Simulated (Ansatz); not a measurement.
Geometry optimisation, RKS PBE/STO-3G (Ansatz).

input.yaml

```yaml
crystal:
  periodic: [false, false, false]
  atoms:
    - { symbol: Al, position_ang: [-0.5755, 0.3038, 2.3954] }
    - { symbol: C, position_ang: [-0.9563, -0.6261, 0.704] }
    - { symbol: C, position_ang: [-0.2574, -0.3567, -0.3892] }
    - { symbol: C, position_ang: [0.1858, -0.5908, -1.8077] }
    - { symbol: Si, position_ang: [1.2028, 0.6292, -1.2992] }
    - { symbol: H, position_ang: [0.5219, 1.475, 2.4436] }
    - { symbol: H, position_ang: [-1.4744, 0.0287, 3.6822] }
    - { symbol: H, position_ang: [-1.6919, -1.3604, 0.655] }
    - { symbol: H, position_ang: [0.5759, -1.5802, -1.9278] }
    - { symbol: H, position_ang: [-0.6877, -0.2646, -2.4702] }
    - { symbol: H, position_ang: [2.4538, 0.2412, -0.6204] }
    - { symbol: H, position_ang: [0.78, 2.0457, -1.3315] }
basis:
  gaussian: { orbitals: STO-3G }
hamiltonian:
  xc: pbe
relax:
  f_tol: 0.02
  max_steps: 40
scf:
  lower_state_search: "off"
```

Run as:

```bash
$ ansatz run input.yaml --threads 1 --pin off --max-ram 2048MiB --backend cpu --events-out ev --progress --plain --runs-dir out
```

Q: Where does it end, and by what steps?

A: The run converged. Limits of this set-up: minimal basis. After 11 steps the energy has fallen by 1.930 eV; H11 moved furthest, 0.35 Å.

| step | energy less start (eV) | largest force component (eV/Å) | accepted |
| --- | --- | --- | --- |
| 0 | 0.0000 | 7.208 | yes |
| 1 | -1.5913 | 2.322 | yes |
| 2 | -1.8552 | 0.941 | yes |
| 3 | -1.7098 | 1.087 | no |
| 4 | -1.9129 | 0.217 | yes |
| 5 | -1.9193 | 0.248 | yes |
| 6 | -1.9273 | 0.109 | yes |
| 7 | -1.9298 | 0.088 | yes |
| 8 | -1.9299 | 0.068 | yes |
| 9 | -1.9299 | 0.056 | no |
| 10 | -1.9303 | 0.023 | yes |
| 11 | -1.9304 | 0.006 | yes |

```xyz
12
Properties=species:S:1:pos:R:3
Al -0.680 0.311 2.470
C -0.879 -0.543 0.777
C -0.114 -0.235 -0.289
C 0.070 -0.637 -1.768
Si 1.215 0.694 -1.137
H 0.386 1.373 2.619
H -1.577 -0.078 3.625
H -1.647 -1.332 0.618
H 0.450 -1.656 -1.958
H -0.756 -0.383 -2.454
H 2.612 0.363 -0.902
H 0.997 2.067 -1.567
```

Time of the run: 14 s on 1 CPU thread of a shared host.
